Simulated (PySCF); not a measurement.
S₈. Atoms are numbered in the order given.

```xyz
8

S      0.0865    -1.8666     1.7174
S     -1.0467    -1.6263     0.0000
S      0.0865    -1.8666    -1.7174
S      0.9831     0.0595    -2.0799
S     -0.5672     1.4088    -1.7353
S      0.0420     2.4229     0.0000
S     -0.5672     1.4088     1.7353
S      0.9831     0.0595     2.0799
```

Geometry: B3LYP-D3(BJ)/def2-SVP.

Computed with TDA-PBE0/def2-SVPD (PySCF).

Vertical excitations. The molecule is in vacuum. State labels are in the subgroup Cs.

Task: Estimate the UV-visible absorptions. (The exact figures need the calculation; the answer reports its results.)

Result: 
| state | symmetry | energy (eV) | λ (nm) | f | main pairs |
|---|---|---|---|---|---|
| S1 | A' | 3.01 | 412 | 0.002 | HOMO→LUMO 97 % |
| S2 | A" | 3.12 | 398 | 0.000 | HOMO→LUMO+1 96 % |
| S3 | A' | 3.32 | 374 | 0.000 | HOMO→LUMO+2 96 % |
| S4 | A" | 3.64 | 341 | 0.017 | HOMO→LUMO+3 65 %, HOMO−1→LUMO 12 %, HOMO→LUMO+4 11 % |
| S5 | A" | 3.78 | 328 | 0.003 | HOMO−1→LUMO 55 %, HOMO→LUMO+3 22 %, HOMO→LUMO+4 18 % |
| S6 | A" | 4.00 | 310 | 0.000 | HOMO−2→LUMO 53 %, HOMO→LUMO+4 21 %, HOMO−1→LUMO 17 % |
| T1 | A' | 2.48 | 499 | 0 | HOMO→LUMO 88 % |
| T2 | A" | 2.74 | 453 | 0 | HOMO→LUMO+1 84 % |
Triplets are in the Tamm–Dancoff approximation.
